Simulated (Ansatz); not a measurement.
Mulliken charges of `O=[CH][GaH2]` from r2SCAN/def2-TZVPP in Ansatz (PBE0-D4/def2-TZVP geometry).

```csv
atom,x (Å),y (Å),z (Å),charge (e)
O1,0.129,-1.671,0.763,-0.285
C2,-0.434,-0.980,-0.055,0.118
Ga3,0.301,0.894,-0.078,0.260
H4,-1.249,-1.428,-0.671,0.038
H5,1.567,1.188,-0.950,-0.066
H6,-0.272,1.932,0.945,-0.066
```

**Question.** By hand: the dipole of these point charges (1 e Å = 4.8032 D).

**Answer.** Σ q r = (-0.143, 0.333, -0.269) e Å, of length 0.451 e Å = 2.17 D.

**Question.** How does the dipole of the full density compare? (Best estimate.)

**Answer.** Computed: (-0.213, 0.247, -0.304) e Å, 2.14 D; the point charges give 1.01 times that, at 15° from its direction.

Point charges leave out the atoms' own dipoles, such as those of lone pairs, and Mulliken's split depends on the basis, so the close match here is no proof of good charges.
